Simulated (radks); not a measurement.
Values are calculated unless marked as measured or tabulated.
Ionisation ladder of hafnium, from Hf22+ to Hf43+. Each ion is in the ground configuration listed by NIST, and IE = E(next ion) - E(this ion). Code: a radial shooting solver on a logarithmic mesh with Libxc functionals. Model: scalar-relativistic Kohn-Sham, exchange-only LDA, spin-polarised, spherical densities, point nucleus; open shells are filled with parallel spins first (spin-orbit coupling, left out, can overturn this in heavy ions).

| species | configuration | E (hartree) | IE, Delta-SCF (eV) | IE, NIST (eV) | kind | error (eV) |
|---|---|---|---|---|---|---|
| Hf22+ | [Kr] 4d10 4f4 | -14866.8671 | 626.84 | 650 | theory | -23.2 |
| Hf23+ | [Kr] 4d10 4f3 | -14843.8311 | 671.77 | 690 | theory | -18.2 |
| Hf24+ | [Kr] 4d10 4f2 | -14819.1439 | 717.76 | 730 | theory | -12.2 |
| Hf25+ | [Kr] 4d10 4f1 | -14792.7667 | 764.78 | 772 | theory | -7.2 |
| Hf26+ | [Kr] 4d10 | -14764.6616 | 1005.1 | 1002 | theory | +3.1 |
| Hf27+ | [Kr] 4d9 | -14727.7234 | 1051.9 | 1047 | theory | +4.9 |
| Hf28+ | [Kr] 4d8 | -14689.0678 | 1099.1 | 1094 | theory | +5.1 |
| Hf29+ | [Kr] 4d7 | -14648.6773 | 1146.7 | 1146 | theory | +0.7 |
| Hf30+ | [Kr] 4d6 | -14606.5363 | 1194.7 | 1195 | theory | -0.3 |
| Hf31+ | [Kr] 4d5 | -14562.6314 | 1256.1 | 1245 | theory | +11.1 |
| Hf32+ | [Kr] 4d4 | -14516.4723 | 1306.1 | 1311 | theory | -4.9 |
| Hf33+ | [Kr] 4d3 | -14468.4737 | 1356.6 | 1362 | theory | -5.4 |
| Hf34+ | [Kr] 4d2 | -14418.6189 | 1407.5 | 1417 | theory | -9.5 |
| Hf35+ | [Kr] 4d1 | -14366.8926 | 1458.8 | 1467 | theory | -8.2 |
| Hf36+ | [Kr] | -14313.2820 | 1692.1 | 1669 | theory | +23.1 |
| Hf37+ | [Ar] 3d10 4s2 4p5 | -14251.0980 | 1743.2 | 1719 | theory | +24.2 |
| Hf38+ | [Ar] 3d10 4s2 4p4 | -14187.0349 | 1793.8 | 1776 | theory | +17.8 |
| Hf39+ | [Ar] 3d10 4s2 4p3 | -14121.1143 | 1859.1 | 1827 | theory | +32.1 |
| Hf40+ | [Ar] 3d10 4s2 4p2 | -14052.7929 | 1911.7 | 1963 | theory | -51.3 |
| Hf41+ | [Ar] 3d10 4s2 4p1 | -13982.5384 | 1963.7 | 2022 | theory | -58.3 |
| Hf42+ | [Ar] 3d10 4s2 | -13910.3725 | 2168.7 | 2159 | theory | +9.7 |
| Hf43+ | [Ar] 3d10 4s1 | -13830.6739 | 2228.1 | 2219 | semi-emp. | +9.2 |

Reference values: NIST Atomic Spectra Database (exp. = measured, semi-emp. = semi-empirical, theory = theoretical value adopted there). The ionisation energy per charge of the ion left behind rises most, in proportion, at Hf26+ ([Kr] 4d10), from 29.415 to 37.227 eV. Open shells are spherical and high-spin; term and fine-structure splittings are not resolved. Spin-orbit splitting is averaged out at the scalar-relativistic level.
